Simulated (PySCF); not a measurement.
NMR data simulated for an unnamed compound:

¹H NMR (500 MHz, computed): δ 6.56 (d, 1H), 6.37 (m, 1H), 6.11 (m, 1H), 5.95 (m, 1H), 5.88 (m, 1H).

¹³C{¹H} NMR (computed): δ 135.2 (CH), 132.8 (CH2), 128.3 (C), 121.9 (CH), 110.7 (CH).

Non-relativistic, no solvent, averaged over atoms made equivalent by symmetry, fast rotation or ring inversion, single conformer. Geometry: GFN2-xTB; GIAO PBE0/pcSseg-1 shieldings; PySCF 2.14.0 with density-fitted response routines.

References, each an isolated molecule treated in the same way: TMS for ¹H (σ = 31.72 ppm), ¹³C (σ = 186.93 ppm).

**Question.** Which of these does the molecule contain: a CF3 group, a non-aromatic C=C double bond, a vinyl group CH=CH2, an NH or NH2 group, an N-methyl group, an amide?

**Answer.** 
- A CF3 group: yes (δC 128.3).
- A non-aromatic C=C double bond: yes.
- A vinyl group CH=CH2: yes (δC 132.8, 135.2; δH 5.88 (m), 5.95 (m), 6.37 (m)).
- An NH or NH2 group: no.
- An N-methyl group: no.
- An amide: no.

The data belong to `FC(/C=N\N=C/C=C)(F)F`, C₅H₅F₃N₂; they needn't prove each group on their own.

Carbon signals by region: 5 in the sp2 and nitrile region (100–160 ppm).

Splittings by ¹⁹F in the carbon and heteronuclear signals aren't shown, as no couplings were computed. Shifts are as computed. Against solution values, carbons near 30 ppm lie about +3 ppm off and those near 130 ppm about +5 ppm. Of 1211 compounds with measured shifts, 218 miss one by over three times the rms of a fit or turn the order of signals round; such compounds aren't used in these exercises. No couplings were computed; multiplicities are counted from neighbouring protons, with m where these are inequivalent, close in shift, in a saturated or five-membered ring or joined by F or P, and br s for small geminal =CH2 splittings.
